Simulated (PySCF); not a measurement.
Here is a computed PBE0-D3(BJ)/def2-SVP geometry (Å):
```
atom  x, y, z in Å
C1     2.262   -0.653    0.002
C2     1.320   -0.012    1.020
C3    -0.027    0.175    0.505
N4    -1.088    0.314    0.078
Ga5   -3.071    0.538   -0.688
H6     3.260   -0.766    0.447
H7     1.903   -1.647   -0.299
H8     2.355   -0.032   -0.900
H9     1.689    0.977    1.339
H10    1.239   -0.625    1.932
H11   -3.680    1.347    0.525
H12   -3.423   -0.997   -0.813
H13   -2.710    1.330   -2.006
```

Charge 0, singlet.

Which heavy atoms are bonded, and with what formal order?

C1–C2 1.53 Å (single); C2–C3 1.45 Å (single); C3–N4 1.15 Å (triple); N4–Ga5 2.14 Å (single). Bonds to hydrogen (Å): C1–H6 1.10; C1–H7 1.10; C1–H8 1.10; C2–H9 1.10; C2–H10 1.10; Ga5–H11 1.58; Ga5–H12 1.58; Ga5–H13 1.58. The orders are those of one drawing; other resonance forms can be drawn.

Which species is it?

`CCC#[N+][GaH3-]`, C3H8GaN.

Describe the place of each heavy atom.

C1: methyl carbon; C2: chain CH2 carbon; C3: triply bonded carbon; N4: nitrogen bonded to C and Ga; Ga5: gallium bonded to N and 3 H.

What is the arrangement about C2?

It has 4 neighbours (C1, C3, H9, H10) and is tetrahedral (angles from 106.5° to 112.9°).

What is the arrangement about N4?

It has 2 neighbours (C3, Ga5) and is linear (angle 178.8°).
